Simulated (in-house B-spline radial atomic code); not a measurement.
A radial electron density 4πr²n(r) was computed for an atom or ion in its tabulated ground configuration with a B-spline radial code for spherical atoms; method: non-relativistic BHandHLYP, spin-polarised, spherical fractional occupations. Columns: r (bohr), 4πr²n(r) (electrons per bohr), bar.

```
 0.00141    1.909 #
 0.00174    2.812 ##
 0.00215    4.121 ##
 0.00265    5.955 ###
 0.00327    8.523 #####
 0.00403       12 #######
 0.00497    16.62 #########
 0.00614    22.57 ############
 0.00757    29.76 ################
 0.00934    38.01 #####################
  0.0115    46.57 #########################
  0.0142    54.55 ##############################
  0.0175    60.33 #################################
  0.0216    62.73 ##################################
  0.0267     61.3 #################################
  0.0329    57.55 ###############################
  0.0406    54.81 ##############################
  0.0501    56.98 ###############################
  0.0618    65.37 ###################################
  0.0763    76.11 #########################################
  0.0941    81.22 ############################################
   0.116    75.61 #########################################
   0.143    63.77 ###################################
   0.177    57.38 ###############################
   0.218    62.01 ##################################
   0.269     67.1 ####################################
   0.332    58.25 ################################
   0.409    37.87 #####################
   0.505    22.38 ############
   0.623    20.59 ###########
   0.769    23.62 #############
   0.949    21.15 ###########
    1.17     13.8 #######
    1.44    6.999 ####
    1.78    3.001 ##
     2.2    1.243 #
    2.71   0.4977 
    3.34    0.158 
    4.13  0.03167 
    5.09 0.003578 
    6.28 0.0001877 
    7.75 3.852e-06
```

Which atom or ion is it?
A. Sn3+
B. I4+
C. In3+
D. Sn2+

A. The area under the curve, ∫4πr²n dr = ∫r·4πr²n d(ln r) on this logarithmic grid, is 47 electrons, which only this option has. The configuration is [Kr] 4d10 5s1.
